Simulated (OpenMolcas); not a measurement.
**C: thermal populations, the spin-orbit constant, Slater's ratio, worked from levels**

```yaml
Program: OpenMolcas
Basis: ANO-L-VTZP [4s3p2d1f]
Scalar_Hamiltonian: non-relativistic, point nucleus
Active_space: 2 electrons in 3 orbitals (2p)
State_averaging: 2S+1 = 3 even, 3 roots; 2S+1 = 1 even, 6 roots
Spin-orbit_coupling: state interaction with AMFI integrals over the reference wave functions, term energies averaged over their components
```

Methods: CASSCF; SS-CASPT2, IPEA 0.25 Eh, imaginary shift 0.1 Eh (closed shells correlated: 1s 2s). Measured levels: NIST Handbook of Basic Atomic Spectroscopic Data.

**Thermal populations.** Z = Σ (2J + 1) exp(-E/kT) with k = 0.695035 cm-1/K, over the levels below. No other level of either list lies under 33700 cm-1, which is above 7 kT at each temperature.

| Level | 2J + 1 | SS-CASPT2 | measured |
| --- | --- | --- | --- |
| 2s² 2p² ³P₀ | 1 | 0.0 | 0.0 |
| 2s² 2p² ³P₁ | 3 | 15.6 | 16.4 |
| 2s² 2p² ³P₂ | 5 | 46.5 | 43.4 |
| 2s² 2p² ¹D₂ | 5 | 10480 | 10193 |
| 2s² 2p² ¹S₀ | 1 | 23630 | 21648 |

```
T (K)  Z, SS-CASPT2  Z, measured levels  Ground level (%), SS-CASPT2  Ground level (%), measured levels
 2000         8.805               8.814                         11.4                               11.3
 3000         8.900               8.911                         11.2                               11.2
 5000         9.166               9.192                         10.9                               10.9
```

At 5000 K, kT = 3475 cm-1, and the computed levels give Z = 1.000 + 2.987 + 4.934 + 0.245 + 0.001 = 9.166.

**The spin-orbit constant.** For the Hund term ³P of p2, E(J) = (A/2) J(J+1) + constant and ζ = 2S·A = 2A. From J = 0 to J = 2 the energy changes by 3 A.

```
   Source  E(2) - E(0)     A   ζ
   CASSCF         46.5  15.5  31
SS-CASPT2         46.5  15.5  31
 measured         43.4  14.5  29
```

All in cm-1. SS-CASPT2 is off by +7.1 % and CASSCF by +7.1 %. Both methods take the spin-orbit matrix elements from the reference wave functions, so the second can move ζ only through the term energies and any multistate remixing. Second-order mixing with other terms is absorbed into this ζ.

**Slater's ratio.** With one set of orbitals, p2 has ¹D - ³P = 6 F2 and ¹S - ¹D = 9 F2 (F2 = F²/25), a ratio of 3/2. Term energies are centres of gravity, weighted by 2J + 1.

| Source | ¹D - ³P | ¹S - ³P | F2 from the first | Ratio |
| --- | --- | --- | --- | --- |
| CASSCF | 12633 | 31013 | 2106 | 1.455 |
| SS-CASPT2 | 10452 | 23598 | 1742 | 1.258 |
| measured | 10163 | 21618 | 1694 | 1.127 |

Energies in cm-1. A ratio away from 3/2 shows effects beyond one configuration with one set of orbitals, and in heavier atoms second-order spin-orbit shifts.

Term energies are means over components that CASPT2 splits; among the terms shown or strongly mixed into the levels shown the widest spread is 150 cm-1 (2s² 2p² ¹D, SS-CASPT2). With the s shell closed, the reference lacks s² → p² mixing. Without dynamic correlation excited terms often stand tens of per cent too high (terms of higher spin than the ground term too low), and those without a measured partner can miss by more than the paired ones (holds for CASSCF). Measured partners are found by configuration, term and J. A level has none where our copy of the source lacks it or the pairing is in doubt (some pairs that miss far off the trend of their configuration count as doubtful), and it then counts in no deviation. Only configurations of the active space appear.
